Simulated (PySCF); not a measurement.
Geometry (Å), atoms numbered from 1 in this order:
```xyz
15

N     3.8793    0.5431    0.0769
C     2.7346    0.4660    0.0369
C     1.3394    0.3082    0.0000
C     0.5201    1.3359   -0.2566
F     1.0533    2.5624   -0.4883
Si   -1.3728    1.3280   -0.3498
C    -1.9449   -0.4290   -0.0068
C    -1.1528   -1.4691    0.2517
Si    0.7259   -1.4499    0.3399
H    -1.7505    1.7581   -1.7005
H    -1.8703    2.2595    0.6684
H    -3.0189   -0.5859   -0.0264
H    -1.6101   -2.4363    0.4343
H     1.1743   -1.8433    1.6814
H     1.2891   -2.3398   -0.6828
```

PySCF calculation with PBE0/pcSseg-1 with gauge-including orbitals and GFN2-xTB geometry; non-relativistic, in vacuum, fast rotation and ring inversion assumed for equivalent nuclei, one conformer.

Chemical shifts δ = σref − σ; TMS for ¹³C, all at this level.

**Question.** Do the ¹³C shifts follow the atomic charges (in e)? Tabulate both.

**Answer.** 
```tsv
atoms	hybridisation	δ (ppm)	σ para (ppm)	Hirshfeld	IAO	Mulliken	ESP-fitted
C4	sp2	194.4	-260	+0.03	+0.08	+0.13	+0.19
C8	sp2	154.5	-228	-0.12	-0.40	-0.40	-0.32
C7	sp2	150.6	-223	-0.12	-0.40	-0.41	-0.29
C2	sp	117.1	-186	+0.06	+0.14	+0.17	+0.50
C3	sp2	102.9	-180	-0.11	-0.36	-0.55	-0.41
```

Correlation coefficients of δ with charge over these carbons: Hirshfeld +0.15, IAO +0.21, Mulliken +0.36, ESP-fitted +0.14; with the paramagnetic shielding -1.00. Among the 4 sp2 carbons alone: Hirshfeld +0.71, IAO +0.73, Mulliken +0.90, ESP-fitted +0.88. With so few points, grouped by hybridisation, these coefficients are fragile. Charge is one influence among several: hybridisation and low-lying excitations act through the paramagnetic term.

Shifts are as computed. Against solution values, carbons near 30 ppm lie about +3 ppm off and those near 130 ppm about +5 ppm (rms about the fit 2.1 ppm; single classes can miss by 10 ppm). Of 1328 compounds with measured shifts, 309 miss one by over three times the rms of a fit or turn the order of signals round; such compounds aren't used in these exercises. Signals without a measured value on file couldn't be tested in this way; 1H shifts scatter by 0.2 ppm about their fit, and single ones miss by 0.5 ppm.
